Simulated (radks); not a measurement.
Problem. Species: Hg43+. Configuration: [Kr] 4d1 (the NIST ground configuration). All-electron calculation, Dirac Kohn-Sham, PBEsol, spin-unpolarised, spherical densities, point nucleus; open shells are shared between the two j in proportion to 2j + 1; speed of light set to 685.18 atomic units (5 times the physical value, a model run). Program: a radial shooting solver on a logarithmic mesh with Libxc functionals. Some entries of the table are withheld. Estimate them.

| orbital | occ. | eigenvalue (eV) | <r> (bohr) | <r^2> (bohr^2) |
|---|---|---|---|---|
| 1s1/2 | 2 | -77313.69 | 0.01884 | 0.0004749 |
| 2s1/2 | 2 | -14675.53 | 0.07922 | 0.007357 |
| 2p1/2 | 2 | -14198.18 | (1) | 0.005417 |
| 2p3/2 | 4 | -14136.03 | (2) | 0.005463 |
| 3s1/2 | 2 | -4942.373 | 0.1971 | (3) |
| 3p1/2 | 2 | -4722.990 | 0.1873 | (4) |
| 3p3/2 | 4 | -4708.959 | 0.1879 | (5) |
| 3d3/2 | 4 | -4307.952 | 0.1636 | 0.03108 |
| 3d5/2 | 6 | -4304.185 | 0.1638 | 0.03115 |
| 4s1/2 | 2 | -2337.739 | 0.3894 | 0.1701 |
| 4p1/2 | 2 | (6) | 0.3853 | 0.1676 |
| 4p3/2 | 4 | (7) | 0.3861 | 0.1683 |
| 4d3/2 | 0.4 | (8) | 0.3731 | (9) |
| 4d5/2 | 0.6 | (10) | 0.3734 | (11) |

Solution. 
(1) 2p1/2 <r> (bohr): 0.06687
(2) 2p3/2 <r> (bohr): 0.06719
(3) 3s1/2 <r^2> (bohr^2): 0.04417
(4) 3p1/2 <r^2> (bohr^2): 0.04048
(5) 3p3/2 <r^2> (bohr^2): 0.04070
(6) 4p1/2 eigenvalue (eV): -2240.404
(7) 4p3/2 eigenvalue (eV): -2235.852
(8) 4d3/2 eigenvalue (eV): -2064.349
(9) 4d3/2 <r^2> (bohr^2): 0.1589
(10) 4d5/2 eigenvalue (eV): -2063.167
(11) 4d5/2 <r^2> (bohr^2): 0.1591
